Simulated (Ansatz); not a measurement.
CH₆AsGaO₂, SMILES `O[C](O)([GaH2])[AsH2]`, relaxed with RKS PBE0-D4/def2-TZVP in Ansatz from a GFN2-xTB geometry. The force threshold is 0.005 eV/Å; the program also tests the step.

The species carries charge 0 and has multiplicity 1.

Start:

```xyz
11

O    -0.976    0.127    0.548
C     0.250   -0.139   -0.182
O     0.201    0.823   -1.272
Ga    0.748    1.202    1.228
As    0.223   -1.982   -0.973
H    -1.733    0.056   -0.058
H     1.078    0.865   -1.673
H     0.400    0.984    2.734
H     1.176    2.569    0.601
H    -1.253   -1.893   -1.297
H    -0.115   -2.611    0.344
```

Q: By how much does the energy fall, and how many steps does the optimiser take? (An estimate is asked.)

A: The calculation gave: 0.70 eV, in 41 steps, 5 of them rejected.

Q: Which bonds change most? (An estimate is asked.)

A: Computed: O1–C2 from 1.452 to 1.406 Å; C2–O3 from 1.454 to 1.411 Å; As5–H11 from 1.498 to 1.522 Å; As5–H10 from 1.514 to 1.530 Å.

Q: Give the relaxed structure. (Estimate.)

A: Ansatz gave: 
```xyz
11

O    -1.359    0.433   -0.045
C    -0.017    0.084   -0.276
O     0.413    0.519   -1.548
Ga    0.936    0.992    1.250
As    0.339   -1.879   -0.324
H    -1.920   -0.050   -0.667
H     0.355    1.482   -1.571
H     1.299    0.241    2.576
H     1.290    2.506    1.008
H    -0.806   -2.166   -1.297
H    -0.529   -2.162    0.894
```
